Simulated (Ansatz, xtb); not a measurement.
Relative energy of two isomers of C4H6F2S2

Structure I is `FC(F)[C@@H]1CSCS1`, a singlet and structure II is `FC(F)C1SCCS1`, a singlet. Both are isolated molecules in the gas phase, relaxed with B3LYP-D3(BJ)/def2-SVP, each in the lowest conformer that the search found.

I (Å):

```xyz
14

C     0.2771    2.1545    1.2883
C    -0.4168    1.1215    0.4100
C    -1.7825    0.7095    0.9533
C    -0.3386   -1.4590    1.3850
F    -0.5199    3.2607    1.3904
F     1.4401    2.5442    0.7122
S    -1.5140   -0.4490    2.3410
S     0.6316   -0.3833    0.2366
H     0.4830    1.7765    2.3026
H    -0.5216    1.5676   -0.5921
H    -2.3805    0.2278    0.1658
H    -2.3344    1.5805    1.3348
H     0.3474   -1.9493    2.0895
H    -0.8655   -2.2256    0.7979
```

II (Å):

```xyz
14

C    -1.3745   -0.5921    1.0519
C    -0.7484    0.7101    0.5571
C     1.3379    0.6605   -1.2490
C     1.8264    0.2149    0.1221
F    -1.7063   -0.4675    2.3625
F    -0.5110   -1.6331    0.9411
S    -0.5030    0.6512   -1.2730
S     0.8332    1.0993    1.3792
H    -2.2883   -0.8414    0.4827
H    -1.4472    1.5253    0.7957
H     1.6853    1.6783   -1.4779
H     1.6815   -0.0236   -2.0402
H     2.8794    0.4911    0.2839
H     1.7095   -0.8680    0.2593
```

Energies in hartree; the thermal terms are from GFN2-xTB frequencies at re-optimised GFN2-xTB minima (ideal gas, soft modes damped towards free rotors, one conformer each, 298.15 K, 1 atm) and include the zero-point energy:

|  | I | II |
| --- | --- | --- |
| E, CCSD(T)/def2-SVP | −1149.643231 | −1149.642808 |
| E, MP2/def2-SVP | −1149.542254 | −1149.541870 |
| E, MP2/def2-TZVPP | −1150.581752 | −1150.580313 |
| zero-point energy | 0.095280 | 0.095469 |
| H(298 K) − E | 0.104611 | 0.104811 |
| G(298 K) − E | 0.061026 | 0.061359 |

Q: Correct the CCSD(T) difference for the basis set by the MP2 change, then work out ΔE, ΔE₀, ΔH and ΔG for I → II in kcal/mol (1 Eh = 627.51 kcal/mol) and the equilibrium ratio [II]/[I].

A: 1. Differences II − I: CCSD(T) +0.000423, MP2 in the small set +0.000384, MP2 in the large set +0.001439 Eh.
2. ΔE = +0.000423 + (+0.001439 − (+0.000384)) = +0.001478 Eh = +0.93 kcal/mol.
3. ΔE₀ = ΔE + ΔZPE = +0.001478 + (+0.000189) Eh = +1.05 kcal/mol.
4. ΔH = ΔE + (+0.000200) Eh = +1.05 kcal/mol.
5. ΔG = ΔE + (+0.000333) Eh = +1.14 kcal/mol, so ΔS = (ΔH − ΔG)/T = −1.2 J/(mol K).
6. kT = 0.9442 mEh, so K = [II]/[I] = exp(−ΔG/kT) = exp(−1.92) ≈ 0.15.

The sums favour I, but ΔE leans on the basis-set step (CCSD(T) alone has the other sign or is under 1 kcal/mol), so the order isn't settled. An error of 1 kcal/mol in ΔG would change K by a factor of 5.4. Mirror images and further conformers aren't counted.

As drawn, both hold the same kinds of bond in the same numbers.

Other levels gave ΔE = +1.6 (GFN2-xTB); +0.1 (HF/STO-3G, GFN2-xTB geometries); −0.1 (r2SCAN-D4/def2-SVP, GFN2-xTB geometries); +0.5 (B3LYP-D3(BJ)/def2-SVP); +0.6 (HF/def2-SVP); +0.2 (MP2/def2-SVP); +0.3 (CCSD(T)/def2-SVP) kcal/mol. The correlated steps freeze 16 core orbitals. Programs: Ansatz 0.2.0, xtb 6.7.1.
